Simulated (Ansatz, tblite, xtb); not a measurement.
Breaking a bond: LiNa, singlet.

Levels: GFN2-xTB, 300 K electronic temperature (tblite); RCCSD(T) = CCSD(T) on RHF/cc-pVDZ, frozen core in Ansatz (an electronic-structure program); GFN1-xTB (xtb).

Total energies in hartree (comparable only within one method and basis):

```
R / Å  GFN2-xTB    RCCSD(T)  GFN1-xTB
-----  --------  ----------  --------
2.33   -0.45093  -169.30198  -0.63100
2.48   -0.45311  -169.30821  -0.63434
2.63   -0.45293  -169.31222  -0.63458
2.75   -0.45163  -169.31412  -0.63347
2.83   -0.45034  -169.31486  -0.63231
2.93   -0.44837  -169.31529  -0.63052
2.99   -0.44703  -169.31531  -0.62930
3.07   -0.44508  -169.31512  -0.62753
3.26   -0.43996  -169.31382  -0.62287
3.40   -0.43614  -169.31230  -0.61923
3.65   -0.43151  -169.30889  -0.61247
3.91   -0.42418  -169.30493  -0.60405
4.36   -0.41034  -169.29841  -0.58731
4.85   -0.39641  -169.29296  -0.56720
5.34   -0.38442  -169.28951  -0.54619
5.82   -0.37485  -169.28761  -0.52596
6.39   -0.36626  -169.28648  -0.50418
7.18          —  -169.28585  -0.48125
7.83          —  -169.28565  -0.46972
8.89          —  -169.28552         —
```

Dashes: no converged value, or the column stops at the first point that the program doubted or that broke a chosen test of continuity, which isn't proof of a fault.

With two correlated electrons CCSD is exact in the basis where it finds the lowest root (RCCSD(T)).
